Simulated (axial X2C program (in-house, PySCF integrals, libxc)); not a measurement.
## Spectroscopic constants of ZrO⁺

Computed with an in-house relativistic program for diatomic molecules. Spin-free means the one-electron spin-free X2C Hamiltonian; two-component (2c) means X2C with spin–orbit coupling and atomic mean-field two-electron Coulomb and Gaunt terms, so the difference of the two also holds small scalar two-electron terms. Basis: Zr dyall-cv3z [11s12p9d6f3g], O dyall-av3z [7s6p3d2f] (cores contracted in-house); Gaussian nuclei, density fitting, unrestricted open shells. Masses: Zr 89.905 u, O 15.995 u.

State, spin-free: M_S = 1/2, Λ = 2 (beyond evenly filled blocks: δ+α); electrons by block: σα: 11, σβ: 11, π+α: 5, π+β: 5, π-α: 5, π-β: 5, δ+α: 2, δ+β: 1, δ-α: 1, δ-β: 1. Fragments: Zr+ + O.

State, 2c: Ω = 3/2 (⟨Sz⟩ = -0.50, ⟨Lz⟩ = 2.00 at PBE0); electrons by block: 1/2: 16, -1/2: 16, 3/2: 7, -3/2: 6, 5/2: 1, -5/2: 1. Fragments: Zr+ + O.

```tsv
Hamiltonian	level	Re (Å)	ωe (cm⁻¹)	De (eV)	μ (D)
spin-free	PBE0	1.674	1043.6	7.41	-5.95
spin-free	PBE	1.695	993.3	8.16	-5.58
2c	PBE0	1.674	1043.5	n/a	-5.95
2c	PBE	1.695	993.2	n/a	-5.58
```

Dipoles are positive if O is the positive end and refer to the centre of mass.

One determinant describes the state; a PBE0 search over occupations chose it and may have missed a lower one. Dissociation energies refer to the lowest single-determinant-based atoms at the same level and basis. De is not given where an atomic determinant may have missed its ground term or J level, or where the truncated virtual space spoils (T). Density functionals use the spin component along the axis (collinear). Other states lie close and PBE0, whose exact exchange favours high spin, may order them wrongly; the determinant shown need not be the ground state. The nearest other spin-free determinant of the search, M_S = 1/2, Λ = 0, lies 0.41 eV up at the distance of the search. Without a current term, density functionals place determinants with orbital angular momentum somewhat too high. At some level and bond length an empty orbital lies below a filled one.

No reliable constants came from CCSD (2c), CCSD (spin-free), CCSD(T) (2c), CCSD(T) (spin-free), HF (2c), HF (spin-free), MP2 (2c), MP2 (spin-free): no minimum in range, unconverged points, a curve that is not smooth, a change of character along it, or the two Hamiltonians disagreeing along it.

Rough cost a point (2c) on 1 thread(s) of a shared host, integrals apart: PBE0 1.9 s, PBE 1 s.

The whole task took 6.4 min on 1 thread of Intel(R) Xeon(R) Platinum 8175M CPU @ 2.50GHz (Skylake/Cascade Lake) (shared host).
